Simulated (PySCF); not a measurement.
Potassium: a sound run and one with changed settings

Sound run: K⁺ [Ar], K²⁺ [Ne] 3s2 3p5. Calculation: PySCF 2.14, in def2-SVP; no relativity, point nucleus. In the sound run the correlated levels freeze [Ne] 3s2. The sound run starts from symmetry-adapted Hartree-Fock orbitals and uses a fine grid where one is needed.

Changed run: all electrons correlated in a basis built for the valence shell.

```json
{"species": "K⁺", "method": "MP2", "sound run (hartree)": "-598.97091", "changed run (hartree)": "-598.97293", "converged": "yes"}
{"species": "K⁺", "method": "CCSD(T)", "sound run (hartree)": "-598.97565", "changed run (hartree)": "-598.97750", "converged": "yes"}
{"species": "K²⁺", "method": "MP2", "sound run (hartree)": "-597.79284", "changed run (hartree)": "-597.80276", "converged": "yes"}
{"species": "K²⁺", "method": "CCSD(T)", "sound run (hartree)": "-597.79635", "changed run (hartree)": "-597.80845", "converged": "yes"}
```

Ionisation energy of K⁺:

| method | sound run (eV) | changed run (eV) |
| --- | --- | --- |
| UHF | 31.630 | 31.630 |
| MP2 | 32.057 | 31.842 |
| SCS-MP2 | 32.028 | 31.797 |
| CCSD | 32.090 | 31.810 |
| CCSD(T) | 32.090 | 31.812 |

A valence basis has no tight correlating functions, so it recovers only part of the core correlation, and not evenly between atom and ion.

For comparison, NIST gives 31.625 eV between the lowest levels.
